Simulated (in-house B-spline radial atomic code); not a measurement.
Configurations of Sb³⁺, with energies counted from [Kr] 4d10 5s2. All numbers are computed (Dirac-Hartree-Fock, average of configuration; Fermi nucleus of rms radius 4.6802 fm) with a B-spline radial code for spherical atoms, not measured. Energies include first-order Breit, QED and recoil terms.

Occupations are held fixed; configurations that lie above the ionisation limit could autoionise.

```csv
configuration,E - E(ref) (eV),highest orbital,its <r> (bohr)
[Kr] 4d10 5s1 (5d5/2)1,21.076,5d5/2,3.366
[Kr] 4d10 5s1 (8d3/2)1,36.171,8d3/2,14.31
[Kr] (4d3/2)4 (4d5/2)5 5s2 (7p1/2)1,60.249,7p1/2,7.846
[Ar] 3d10 4s2 (4p1/2)1 (4p3/2)4 4d10 5s2 (5p3/2)1,120.12,5p3/2,2.312
[Ar] 3d10 4s2 (4p1/2)2 (4p3/2)3 4d10 5s2 (9d5/2)1,142.63,9d5/2,19.26
[Ar] (3d3/2)3 (3d5/2)6 4s2 4p6 4d10 5s2 (5p1/2)1,541.29,5p1/2,2.237
[Ar] (3d3/2)4 (3d5/2)5 4s2 4p6 4d10 5s2 (8g7/2)1,565,8g7/2,21.41
```

Task: Order these further configurations by energy, lowest first.
A. [Ar] (3d3/2)4 (3d5/2)5 4s2 4p6 4d10 5s2 (6p1/2)1
B. [Kr] (4d3/2)4 (4d5/2)5 5s2 (9p3/2)1
C. [Ar] (3d3/2)3 (3d5/2)6 4s2 4p6 4d10 5s2 8s1
D. [Ar] 3d10 4s2 (4p1/2)1 (4p3/2)4 4d10 5s2 (9p3/2)1
E. [Ar] (3d3/2)3 (3d5/2)6 4s2 4p6 4d10 (4f7/2)1 5s2

Result: B (65.572 eV), D (150.44 eV), A (551.38 eV), E (562.44 eV), C (570.07 eV).

Task: How far above the reference does [Kr] 4d10 5s1 (8g9/2)1 lie?

Result: 38.214 eV; its least bound orbital is 8g9/2 with <r> = 21.43 bohr.

Task: How far above the reference does [Ar] (3d3/2)4 (3d5/2)5 4s2 4p6 4d10 5s2 (5f5/2)1 lie?

Result: 558.36 eV; its least bound orbital is 5f5/2 with <r> = 6.157 bohr.
